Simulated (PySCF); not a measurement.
PySCF input for C₄H₇O₂, SMILES C[CH]OC(C)=O, multiplicity 2, r2SCAN-D4/def2-SVP. The structure is a stationary point at r2SCAN-D4/def2-SVP. The isomer is the one that the SMILES or the coordinates give; other isomers of the formula were not compared. The values are those of a single conformer.

```python
import numpy as np
from pyscf import gto, scf, dft, df
from pyscf.hessian import thermo

mol = gto.M(
    atom='''
    C     2.54364862    0.65213584    0.13057126
    C     1.32512638   -0.15069166    0.35092361
    O     0.15524420    0.44703349   -0.05016441
    C    -0.99103259   -0.30122858   -0.06739419
    C    -2.15713494    0.54792334   -0.47853520
    O    -1.01842960   -1.47000363    0.22513766
    H     3.40337767    0.19133288    0.63795524
    H     2.80114312    0.74397717   -0.94510790
    H     2.42038383    1.67938026    0.51436492
    H     1.28401901   -1.23150975    0.50137561
    H    -1.93381007    1.08179199   -1.41396493
    H    -2.34777846    1.31243752    0.29112722
    H    -3.04549695   -0.08248263   -0.59892882
    ''',
    basis='def2-SVP',
    charge=0,
    spin=1,
    max_memory=1600,
    verbose=3,
)
mf = dft.UKS(mol, xc='r2scan').density_fit(auxbasis='def2-universal-jkfit')
mf.disp = 'd4'
mf.grids.level = 4
mf.conv_tol = 1e-11
mf.max_cycle = 100
mf.kernel()
fine, coarse = mf.grids, dft.Grids(mol).set(level=1).build(with_non0tab=True)
for _ in range(3):  # follow internal instabilities
    mf.grids = coarse
    mo, _, stable, _ = mf.stability(return_status=True, nroots=4)
    mf.grids = fine
    if stable:
        break
    mf.kernel(mf.make_rdm1(mo, mf.mo_occ))

# [left out here: the lines that compute and print the analytic Hessian (its translational invariance restored by hand, since the grid's response is missing), thermochemistry and intensities]
```

Output:

```

WARN: HOMO -0.17036875966853 >= LUMO -0.17036875966853

converged SCF energy = -306.650943432481  <S^2> = 0.75615463  2S+1 = 2.0061452
<class 'pyscf.df.df_jk.DFUKS'> wavefunction is stable in the internal stability analysis

WARN: MGGA Hessian is sensitive to dft grids. grids.level 4 may not be dense enough.


WARN: DFTD4 does not support analytical Hessian, using finite difference.


WARN: Mole.unit (angstrom) is changed to Bohr

Mode                                 0                   1                   2
Irrep
Freq [cm^-1]                       40.3256             85.1052            127.3079
Reduced mass [au]                   1.0587              2.3183              1.4319
Force const [Dyne/A]                0.0010              0.0099              0.0137
Char temp [K]                      58.0196            122.4474            183.1677
Normal mode                   x     y     z       x     y     z       x     y     z
       0   C                 0.01 -0.02 -0.02   -0.00  0.04  0.09    0.01  0.01  0.07
       1   C                -0.01  0.02  0.03    0.02 -0.05 -0.12    0.00 -0.00 -0.04
       2   O                 0.01 -0.00 -0.03    0.02 -0.03 -0.09    0.01 -0.02 -0.10
       3   C                 0.00 -0.00 -0.02   -0.00 -0.00  0.00   -0.00 -0.01 -0.02
       4   C                -0.00 -0.00  0.00   -0.00  0.00  0.00   -0.02  0.02  0.08
       5   O                -0.00  0.01  0.02   -0.02  0.02  0.09   -0.00 -0.00 -0.00
       6   H                -0.01  0.03  0.04    0.01 -0.09 -0.06   -0.10  0.24  0.46
       7   H                 0.03 -0.13 -0.03   -0.03  0.37  0.11    0.33 -0.29  0.12
       8   H                 0.01  0.02 -0.13   -0.01 -0.07  0.40   -0.20  0.12 -0.28
       9   H                -0.02  0.03  0.11    0.03 -0.05 -0.17    0.01 -0.00 -0.01
      10   H                 0.16  0.44  0.30    0.03  0.08  0.05   -0.10 -0.01  0.04
      11   H                -0.33 -0.38  0.30   -0.05 -0.06  0.06    0.09  0.04  0.08
      12   H                 0.11 -0.08 -0.47    0.02 -0.00 -0.07   -0.05  0.04  0.18
Mode                                 3                   4                   5
Irrep
Freq [cm^-1]                      187.3825            211.8062            377.3123
Reduced mass [au]                   2.2519              2.7636              2.6795
Force const [Dyne/A]                0.0466              0.0730              0.2248
Char temp [K]                     269.6017            304.7420            542.8685
Normal mode                   x     y     z       x     y     z       x     y     z
       0   C                -0.03  0.07 -0.03    0.04 -0.08  0.03    0.13  0.03  0.00
       1   C                 0.04 -0.06 -0.06   -0.02 -0.02 -0.10    0.07  0.06 -0.08
       2   O                 0.00 -0.04  0.11   -0.03  0.09  0.06   -0.01 -0.01  0.04
       3   C                -0.01 -0.01  0.04    0.00  0.04  0.03   -0.04 -0.02  0.02
       4   C                 0.06  0.04 -0.06   -0.06 -0.07 -0.03   -0.04 -0.02 -0.01
       5   O                -0.06 -0.02  0.02    0.07  0.04  0.02   -0.11 -0.03 -0.02
       6   H                -0.01  0.26  0.11   -0.06 -0.11  0.17    0.04 -0.07  0.07
       7   H                 0.08 -0.02 -0.02    0.21 -0.14  0.06    0.25  0.05  0.03
       8   H                -0.24  0.09 -0.17    0.04 -0.06 -0.03    0.20  0.03  0.04
       9   H                 0.13 -0.10 -0.33   -0.07 -0.04 -0.32    0.04  0.14  0.41
      10   H                 0.19  0.05 -0.02   -0.08 -0.07 -0.04   -0.03 -0.04 -0.02
      11   H                -0.00  0.02 -0.06   -0.18 -0.07 -0.06   -0.09 -0.01 -0.03
      12   H                 0.05  0.07 -0.18    0.02 -0.17 -0.06   -0.01 -0.05 -0.02
Mode                                 6                   7                   8
Irrep
Freq [cm^-1]                      412.3458            443.7724            584.2607
Reduced mass [au]                   2.1768              1.9208              2.7686
Force const [Dyne/A]                0.2181              0.2229              0.5568
Char temp [K]                     593.2738            638.4897            840.6211
Normal mode                   x     y     z       x     y     z       x     y     z
       0   C                -0.05 -0.02 -0.00    0.06 -0.00  0.01    0.00  0.00  0.00
       1   C                -0.06 -0.00 -0.11   -0.04  0.12  0.03   -0.00  0.01  0.02
       2   O                -0.06  0.02  0.02   -0.06  0.02 -0.03    0.01 -0.03 -0.08
       3   C                -0.01 -0.03  0.03   -0.03 -0.08 -0.00   -0.04  0.05  0.19
       4   C                 0.07  0.05 -0.01    0.05  0.03  0.00   -0.01  0.01  0.02
       5   O                 0.09 -0.04  0.01   -0.01 -0.07  0.03    0.02 -0.02 -0.07
       6   H                -0.10 -0.05  0.07   -0.03 -0.18  0.01    0.01 -0.00 -0.01
       7   H                 0.06  0.03  0.03    0.09 -0.09  0.01   -0.02 -0.02 -0.00
       8   H                -0.07 -0.03  0.03    0.27  0.02  0.01    0.02  0.01 -0.00
[...]
       1   C                -0.05 -0.01  0.01    0.01  0.00 -0.00   -0.01 -0.00  0.00
       2   O                 0.01  0.00 -0.00    0.00  0.00 -0.00   -0.00  0.00  0.00
       3   C                 0.01 -0.00  0.00   -0.03  0.01 -0.01    0.01 -0.00 -0.02
       4   C                -0.01  0.00  0.00   -0.03 -0.03  0.00   -0.00 -0.01 -0.05
       5   O                -0.00 -0.00  0.00    0.00 -0.02  0.01   -0.00 -0.00  0.00
       6   H                 0.04 -0.49 -0.44    0.01  0.03 -0.00    0.00 -0.03 -0.02
       7   H                 0.28  0.04  0.08    0.01 -0.03  0.00    0.01  0.00  0.00
       8   H                -0.49  0.09 -0.30    0.02 -0.01  0.03   -0.04  0.01 -0.02
       9   H                 0.13 -0.02  0.03   -0.02  0.00 -0.00    0.03 -0.00  0.00
      10   H                -0.01  0.00  0.00    0.02  0.49  0.30    0.47  0.20  0.19
      11   H                 0.07  0.02  0.00    0.32  0.43 -0.35   -0.39 -0.05 -0.09
      12   H                 0.02 -0.04 -0.05    0.24 -0.39 -0.01   -0.12  0.01  0.69
Mode                                24                  25                  26
Irrep
Freq [cm^-1]                     1454.6004           1843.8132           2968.8448
Reduced mass [au]                   1.0526             11.5523              1.0521
Force const [Dyne/A]                1.3121             23.1395              5.4636
Char temp [K]                    2092.8461           2652.8366           4271.5067
Normal mode                   x     y     z       x     y     z       x     y     z
       0   C                 0.02 -0.03  0.02    0.00 -0.00  0.00    0.03  0.02 -0.05
       1   C                 0.04 -0.02  0.01   -0.00  0.00 -0.00    0.00  0.00 -0.00
       2   O                -0.01  0.00 -0.00   -0.00 -0.01  0.00    0.00  0.00  0.00
       3   C                -0.01  0.00 -0.00   -0.01  0.22 -0.06   -0.00 -0.00  0.00
       4   C                 0.01 -0.00  0.00    0.01 -0.02  0.01    0.00 -0.00  0.00
       5   O                 0.00 -0.00  0.00   -0.00 -0.14  0.04    0.00  0.00 -0.00
       6   H                -0.25 -0.21  0.28    0.01  0.01 -0.00   -0.19  0.10 -0.13
       7   H                -0.25  0.59 -0.01    0.00  0.00  0.00   -0.20 -0.06  0.87
       8   H                 0.13  0.20 -0.53   -0.01 -0.01  0.00    0.04 -0.27 -0.12
       9   H                -0.14 -0.02 -0.03    0.04  0.01 -0.00    0.00  0.01 -0.00
      10   H                -0.01  0.02  0.01    0.03 -0.04 -0.00    0.00  0.00 -0.00
      11   H                -0.00  0.02 -0.02    0.01 -0.03  0.02    0.00  0.00  0.00
      12   H                 0.01 -0.01  0.00   -0.03  0.06 -0.02   -0.00 -0.00 -0.00
Mode                                27                  28                  29
Irrep
Freq [cm^-1]                     3053.9405           3067.2779           3145.1887
Reduced mass [au]                   1.0378              1.0856              1.1014
Force const [Dyne/A]                5.7027              6.0178              6.4195
Char temp [K]                    4393.9404           4413.1300           4525.2262
Normal mode                   x     y     z       x     y     z       x     y     z
       0   C                -0.00  0.00  0.00    0.01  0.05  0.06    0.00 -0.00  0.00
       1   C                 0.00  0.00  0.00   -0.00 -0.00  0.00   -0.00  0.00 -0.00
       2   O                -0.00  0.00 -0.00   -0.00  0.00 -0.00    0.00  0.00 -0.00
       3   C                -0.00  0.00 -0.00    0.00 -0.00  0.00   -0.00  0.00  0.00
       4   C                 0.03 -0.04  0.01   -0.00  0.00 -0.00   -0.01  0.02  0.09
       5   O                 0.00  0.00 -0.00    0.00  0.00 -0.00   -0.00  0.00  0.00
       6   H                -0.00  0.00 -0.00   -0.27  0.15 -0.15   -0.01  0.01 -0.01
       7   H                 0.00  0.00 -0.00    0.08  0.04 -0.33    0.00 -0.00 -0.00
       8   H                 0.00 -0.00 -0.00    0.10 -0.77 -0.28   -0.00  0.00  0.00
       9   H                -0.00 -0.00  0.00   -0.00  0.01  0.00   -0.00 -0.00  0.00
      10   H                 0.12  0.27 -0.49   -0.00 -0.00  0.00    0.14  0.34 -0.57
      11   H                -0.11  0.45  0.47    0.00 -0.00 -0.00    0.11 -0.46 -0.45
      12   H                -0.35 -0.26 -0.05    0.00  0.00  0.00   -0.09 -0.06 -0.00
Mode                                30                  31                  32
Irrep
Freq [cm^-1]                     3145.8405           3198.0801           3225.5782
Reduced mass [au]                   1.1006              1.1064              1.0899
Force const [Dyne/A]                6.4171              6.6672              6.6814
Char temp [K]                    4526.1640           4601.3252           4640.8889
Normal mode                   x     y     z       x     y     z       x     y     z
       0   C                 0.06 -0.06  0.03   -0.00  0.00 -0.00    0.01 -0.00  0.00
       1   C                -0.00  0.00 -0.00    0.00  0.00 -0.00   -0.00 -0.08  0.01
       2   O                -0.00  0.00  0.00    0.00  0.00 -0.00    0.00  0.00 -0.00
       3   C                -0.00 -0.00 -0.00   -0.00 -0.00  0.00   -0.00 -0.00  0.00
       4   C                 0.00 -0.00 -0.00   -0.06 -0.07  0.00   -0.00 -0.00  0.00
       5   O                 0.00  0.00  0.00    0.00  0.00 -0.00   -0.00  0.00 -0.00
       6   H                -0.67  0.36 -0.40    0.00 -0.00  0.00   -0.05  0.02 -0.03
       7   H                 0.03 -0.01 -0.09   -0.00 -0.00  0.00    0.01  0.00 -0.01
       8   H                -0.04  0.35  0.14    0.00 -0.00 -0.00   -0.00  0.04  0.01
       9   H                -0.00 -0.07  0.01   -0.00 -0.01  0.00    0.03  0.94 -0.14
      10   H                -0.00 -0.00  0.01    0.07  0.17 -0.31    0.00  0.00 -0.01
      11   H                -0.00  0.01  0.01   -0.05  0.15  0.17   -0.00  0.00  0.00
      12   H                 0.00  0.00 -0.00    0.68  0.49  0.09    0.01  0.01  0.00
temperature 298.1500 [K]
pressure 101325.00 [Pa]
Rotational constants [GHz] 8.82813 2.10048 1.73668
Symmetry number 1
Zero-point energy (ZPE) 0.10270 [Eh]   269643.156 [J/mol]
                           tot       elec      trans        rot        vib
Entropy [J/mol/K]       368.597      5.763    164.457    111.728     86.648
Cv [J/mol/K]            105.823      0.000     12.472     12.472     80.880
Cp [J/mol/K]            114.138      0.000     20.786     12.472     80.880
Internal energy [J/mol]                      3718.434   3718.434 282623.255
Internal energy [Eh]   -306.54047  -306.65094
Enthalpy [J/mol]                             6197.391   3718.434 282623.255
Enthalpy [Eh]          -306.53952
Gibbs free energy [J/mol]                  -42835.548 -29593.247 256789.053
Gibbs free energy [Eh] -306.58138
mode   freq/cm-1   IR/(km/mol)
   1       40.33         0.822
   2       85.11         0.107
   3      127.31         1.242
   4      187.38         5.038
   5      211.81         4.320
   6      377.31        12.318
   7      412.35         9.741
   8      443.77         8.871
   9      584.26         1.730
  10      651.10         8.944
  11      855.89        21.581
  12      967.41         2.787
  13      985.82         2.937
  14     1011.28        30.187
  15     1030.25         8.766
  16     1144.53         6.426
  17     1185.82        37.451
  18     1237.01       405.929
  19     1344.16        17.034
  20     1368.64        53.465
  21     1413.30         5.761
  22     1433.59        12.392
  23     1436.53        13.967
  24     1442.71         9.674
  25     1454.60         6.702
  26     1843.81       291.388
  27     2968.84        35.626
  28     3053.94         1.727
  29     3067.28        14.200
  30     3145.19         1.793
  31     3145.84         7.187
  32     3198.08         2.332
  33     3225.58         2.014
max |gradient| / (hartree/bohr): 0.00026433328229832177
APT charges: [ 0.0371  0.2828 -0.8241  1.1796 -0.1257 -0.6852  0.012  -0.0271  0.0039
  0.0521  0.0309  0.0283  0.0329]
```

The run converged.

Cost: around 30 core-minutes (rough).
